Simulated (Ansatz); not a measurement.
C2H7BrInN, SMILES `C[N](C)[InH][Br]` at its PBE0-D4/def2-TZVP geometry, where that method's forces vanish. Total charge 0; spin multiplicity 1. In takes the def2 core potential.

```xyz
12

C     0.2140   -0.9848   -1.1281
N     0.0265   -0.0344   -0.0632
C    -0.9930   -0.4262    0.8741
In    1.0855    1.6529    0.0807
Br    0.3992    2.9508    2.0767
H     0.9939   -0.6584   -1.8212
H    -0.7084   -1.1272   -1.7113
H     0.5071   -1.9730   -0.7422
H    -1.1049    0.3184    1.6643
H    -0.7526   -1.3891    1.3493
H    -1.9691   -0.5430    0.3798
H     2.3019    2.2140   -0.9589
```

(1) What forces (eV/Å) does r2SCAN-D4/def2-TZVPP give on these atoms in Ansatz? (Best estimate.)

Results:

(1) The calculation gave: 
```
C1   0.052 -0.138 -0.184
N2   0.037  0.087  0.029
C3  -0.163 -0.045  0.166
In4  0.133  0.104 -0.078
Br5 -0.017  0.023  0.042
H6  -0.010  0.004  0.016
H7  -0.006  0.001  0.009
H8  -0.006  0.001  0.009
H9   0.008 -0.012 -0.020
H10  0.004 -0.005 -0.009
H11  0.004 -0.005 -0.009
H12 -0.034 -0.016  0.030
```
